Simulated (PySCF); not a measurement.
Zn(OH)(SeH) (H2OSeZn), SMILES [OH][Zn][SeH].

Geometry optimised at B3LYP-D3(BJ)/def2-SVP. The geometry has at least one imaginary mode, so it is a saddle point at that level. The values are those of a single conformer.

All values below come from PySCF with C-PCM-ωB97X/def2-SVP.

The values are the electrostatic part of the solvation free energy, E(continuum) − E(gas) at the gas-phase geometry, in a cavity of scaled van der Waals radii (PySCF's table); cavitation and dispersion terms are not included. A continuum can't describe solvent molecules that bind to the metal. In vacuum the orbital gap is 10.13 eV. The dipole moment in vacuum is 2.15 D.

```
solvent         ε  ΔG(elec) (kcal/mol)  dipole (D)  gap (eV)
----------  -----  -------------------  ----------  --------
water       78.36                -18.5        2.94     10.67
2-propanol  19.26                -17.6        2.89     10.64
benzene      2.27                 -9.6        2.52     10.40
```
